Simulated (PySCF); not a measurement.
Gas-phase reaction: Br₂ + F₂ = 2 BrF

Computed with PySCF (xtb for GFN2) and rigid-rotor harmonic-oscillator thermochemistry at 1 bar. † marks an energy on the PBE0/def2-TZVP geometry and frequencies; other levels use their own. All species are closed-shell singlets. Br: all electrons, no relativistic terms.

```
level               ΔH°(298 K), kJ
------------------  --------------
GFN2-xTB                       [?]
PBE/def2-TZVP†                -141
PBE0/def2-SVP†                 [?]
PBE0/def2-TZVP                -143
r2SCAN/def2-TZVP†             -141
LDA/def2-TZVP†                -149
ωB97X-V/def2-TZVP†             [?]
```

Task: What belongs in the gaps?

Result: 
- GFN2-xTB, ΔH°(298 K), kJ: -106
- PBE0/def2-SVP†, ΔH°(298 K), kJ: -120
- ωB97X-V/def2-TZVP†, ΔH°(298 K), kJ: -153
